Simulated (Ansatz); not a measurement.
`CC(C)[NH][Zr]([Cl])([Cl])[NH]C(C)C` + germanium tetrachloride → `CC(C)[NH][Zr]([Cl])([Cl])[Cl]` + `CC(C)[NH][Ge]([Cl])([Cl])[Cl]`  (redistribution)

Computed with Ansatz on PBE0-D4/def2-TZVP structures; ΔE is electronic, products minus reactants. CBS: MP2 limit from def2 TZ/QZ plus the TZ coupled-cluster correction, frozen cores. DFT in def2-TZVPP. B3LYP here is the variant with VWN-RPA as its local correlation; programs differ in this. HSE06 is defined as in plane-wave codes. def2 core potentials past Kr. For Ge, Zr outer-core shells are correlated without core-valence functions, which leaves a few kJ/mol of doubt a bond. Scalar relativity is left out up to krypton. Each species was taken in one conformer, which may not be the lowest.

| level | ΔE (kJ/mol) | difference from CCSD(T)/CBS |
| --- | --- | --- |
| LDA (SPW92) | -53.1 | 6.2 |
| PBE-D4 | -49.5 | 9.8 |
| revPBE-D4 | -47.2 | 12.1 |
| BLYP-D4 | -49.5 | 9.8 |
| r2SCAN-D4 | -55.9 | 3.4 |
| B97M-V | -54.7 | 4.6 |
| PBE0-D4 | -54.5 | 4.8 |
| B3LYP-D4 | -53.8 | 5.5 |
| r2SCANh-D4 | -57.0 | 2.3 |
| r2SCAN0-D4 | -58.5 | 0.8 |
| HSE06-D4 | -54.5 | 4.8 |
| BHLYP-D4 | -59.4 | -0.1 |
| CAM-B3LYP-D4 | -57.5 | 1.8 |
| ωB97X-V | -57.2 | 2.1 |
| B2PLYP | -58.0 | 1.3 |
| PBE-QIDH | -59.2 | 0.1 |
| PBE | -52.9 | 6.4 |
| revPBE | -53.9 | 5.4 |
| BLYP | -55.3 | 4.0 |
| r2SCAN | -57.7 | 1.6 |
| PBE0 | -57.7 | 1.6 |
| r2SCANh | -58.8 | 0.5 |
| r2SCAN0 | -60.4 | -1.1 |
| HSE06 | -57.6 | 1.7 |
| BHLYP | -63.6 | -4.3 |
| CAM-B3LYP | -60.8 | -1.5 |
| HF/def2-SVP | -77.4 | -18.1 |
| MP2/def2-SVP | -55.1 | 4.2 |
| CCSD/def2-SVP | -55.0 | 4.3 |
| CCSD(T)/def2-SVP | -53.3 | 6.0 |
| HF/def2-TZVPP | -72.2 | -12.9 |
| MP2/def2-TZVPP | -55.4 | 3.9 |
| SCS-MP2/def2-TZVPP | -55.8 | 3.5 |
| CCSD/def2-TZVPP | -56.3 | 3.0 |
| CCSD(T)/def2-TZVPP | -54.1 | 5.2 |
| HF/def2-QZVPP | -73.2 | -13.9 |
| MP2/def2-QZVPP | -58.7 | 0.6 |
| SCS-MP2/def2-QZVPP | -59.1 | 0.2 |
| MP2/CBS(def2) | -60.6 | -1.3 |
| CCSD/CBS(def2) | -61.5 | -2.2 |
| CCSD(T)/CBS | -59.3 | 0 |

Largest T1 diagnostic among the species: 0.014.

From BLYP to BHLYP (50 % exact exchange), in def2-TZVPP and without D4, ΔE moves by −8.3 kJ/mol. The D4 term adds +4.8 kJ/mol with B3LYP and +3.2 kJ/mol with PBE0; it sums over pairs of atoms, weighted by their polarisabilities, and B3LYP, whose exchange is more repulsive, gets the larger term. Leaving LDA and LC-ωPBE aside and taking each functional with its dispersion term where it has one, the values spread over 12.2 kJ/mol, from BHLYP-D4 to revPBE-D4.
